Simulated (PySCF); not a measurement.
# Static response to an electric field

CH6OSSi.
Cartesian coordinates in Å at the GFN2-xTB level; atoms count from 1:
```
atom  x, y, z in Å
C1    -1.7759    0.4382   -0.0637
S2    -0.1438    0.9669   -0.6580
Si3    1.0884   -0.5191    0.2849
O4     2.6203   -0.2175   -0.1284
H5    -1.9788   -0.5713   -0.4072
H6    -1.8003    0.4825    1.0205
H7    -2.5038    1.1260   -0.4806
H8     0.9455   -0.3884    1.7280
H9     0.7036   -1.8279   -0.2240
H10    2.8537    0.5152   -0.6927
```

Level: B3LYP/def2-SVPD (PySCF), static field, nuclei fixed, core orbitals frozen in the response. The polarisability tensor in these axes (au):

```
x   74.31 -4.64  1.03
y   -4.64 61.50 -4.12
z    1.03 -4.12 58.04
```

Problem. Diagonalise the tensor; give its mean and Δα, where Δα² is half the sum of the squared differences of the eigenvalues.

Solution. Principal values 55.14, 62.61 and 76.11 au; mean 64.62 au = 9.58 Å³ = 10.65 × 10⁻⁴⁰ C²·m²/J; Δα = 18.41 au (28 % of the mean).

Problem. What is the dipole moment, and where does it point?

Solution. (-1.13, -0.03, 0.17) D, 1.15 D in size, pointing from the negative to the positive side. Measured along this direction, the outermost atoms are H10 at the negative end and H7 at the positive end.

Problem. In TDDFT the mean static polarisability is Σ f/ω² over all singlet excitations (ω in hartree). How much of it do the 8 lowest give? Their energies (eV) and oscillator strengths: 4.87, 0.0000; 5.90, 0.0259; 6.36, 0.0092; 6.59, 0.0003; 6.65, 0.0160; 6.75, 0.0000; 7.01, 0.0010; 7.20, 0.0578.

Solution. They add up to 1.83 au, 2.8 % of the 64.62 au; the largest single term is 0.83 au, from the state at 7.20 eV. Terms in order: 0.00, 0.55, 0.17, 0.00, 0.27, 0.00, 0.02, 0.83 au. Higher excitations give the rest. The strengths listed sum to 0.110.

Problem. In a dilute gas of rigid molecules at 400 K, how does the orientational term μ²/3kT compare with the electronic polarisability?

Solution. In Gaussian units μ²/3kT = 7.96 Å³ against 9.58 Å³, a ratio of 0.83; the Debye molar polarisation (4π/3)N_A(α + μ²/3kT) is 44.2 cm³/mol, leaving out the vibrational part.

Problem. Rayleigh depolarisation ratio (linearly polarised light, static tensor)?

Solution. ρ = 3Δα²/(45ᾱ² + 4Δα²) = 1016.8/(187892 + 1355.7) = 0.00537.

Problem. Traceless (Buckingham) quadrupole moment about the centre of nuclear charge: eigenvalues?

Solution. -4.32, -3.32, 7.64 D·Å. The values depend on the origin, since the dipole doesn't vanish. The electronic extent ⟨r²⟩ about the same centre is 594 bohr², a root-mean-square distance of 1.82 Å for the 50 electrons.

The structure is a single GFN2-xTB conformer in the gas phase; no vibrational or solvent corrections. GFN2-xTB frequencies show an imaginary mode (63i cm⁻¹), so this geometry is no minimum at that level.
